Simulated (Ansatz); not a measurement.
`C=[CH][In]([F])[F]` + `C#[C][SnH]([CH3])[F]` → `C#[C][In]([F])[F]` + `C=[CH][SnH]([CH3])[F]`  (redistribution)

Isolated molecules relaxed with PBE0-D4/def2-TZVP in Ansatz; ΔE leaves out vibrations. CCSD(T)/CBS is the MP2 limit (def2-TZVPP, def2-QZVPP) plus CCSD(T) − MP2 in def2-TZVPP, frozen cores. DFT in def2-TZVPP. HSE06 is defined as in plane-wave codes. def2 core potentials past Kr. For In, Sn outer-core shells are correlated without core-valence functions, which leaves a few kJ/mol of doubt a bond. One conformer a species, not always the lowest.

`C=[CH][In]([F])[F]`:

Cartesian coordinates in Å:
```
C -0.767 1.316 -0.035
C -0.482 0.163 -0.631
In 0.839 -1.210 0.250
F 1.433 -2.943 -0.385
F 1.702 -0.876 1.960
H -1.450 2.029 -0.492
H -0.344 1.608 0.921
H -0.930 -0.086 -1.587
```

`C#[C][SnH]([CH3])[F]`:

Cartesian coordinates in Å:
```
C 1.358 0.197 2.505
C 0.933 -0.171 1.438
Sn 0.212 -0.738 -0.426
C -1.019 0.761 -1.276
F -0.969 -2.215 -0.062
H 1.730 0.512 3.454
H 1.454 -1.398 -1.381
H -0.429 1.654 -1.484
H -1.460 0.392 -2.201
H -1.808 1.006 -0.567
```

`C#[C][In]([F])[F]`:

```xyz
6

C     1.156   -1.257    1.078
C     0.467   -0.507    0.434
In   -0.702    0.763   -0.654
F    -2.625    0.694   -0.773
F    -0.063    2.228   -1.733
H     1.767   -1.921    1.648
```

`C=[CH][SnH]([CH3])[F]`:

```xyz
12

C     0.512    1.475   -1.389
C    -0.673    1.213   -0.850
Sn   -0.959   -0.426    0.460
C     0.860   -1.423    0.922
F    -1.537    0.353    2.135
H     0.663    2.315   -2.064
H     1.393    0.872   -1.185
H    -1.518    1.853   -1.088
H    -2.264   -1.444    0.035
H     1.603   -0.694    1.246
H     0.683   -2.134    1.728
H     1.238   -1.960    0.051
```

| level | ΔE (kJ/mol) | difference from CCSD(T)/CBS |
| --- | --- | --- |
| LDA (SPW92) | 13.8 | 5.2 |
| BLYP-D4 | 14.1 | 5.5 |
| r2SCAN0-D4 | 10.0 | 1.4 |
| HSE06-D4 | 10.5 | 1.9 |
| BHLYP-D4 | 9.5 | 0.9 |
| ωB97X-V | 8.3 | -0.3 |
| ωB97M-V | 8.9 | 0.3 |
| B2PLYP | 11.9 | 3.3 |
| BLYP | 16.7 | 8.1 |
| r2SCAN | 12.3 | 3.7 |
| PBE0 | 11.5 | 2.9 |
| r2SCANh | 11.5 | 2.9 |
| CAM-B3LYP | 11.5 | 2.9 |
| RPA@PBE/def2-TZVPP | 8.3 | -0.3 |
| CCSD/def2-SVP | 5.1 | -3.5 |
| HF/def2-QZVPP | 6.5 | -2.1 |
| CCSD(T)/CBS | 8.6 | 0 |

Largest T1 diagnostic among the species: 0.017.

Leaving LDA and LC-ωPBE aside and taking each functional with its dispersion term where it has one, the values spread over 5.7 kJ/mol, from ωB97X-V to BLYP-D4. At CCSD(T), def2-SVP lies −3.3 kJ/mol from the extrapolated value and def2-TZVPP −0.5 kJ/mol.
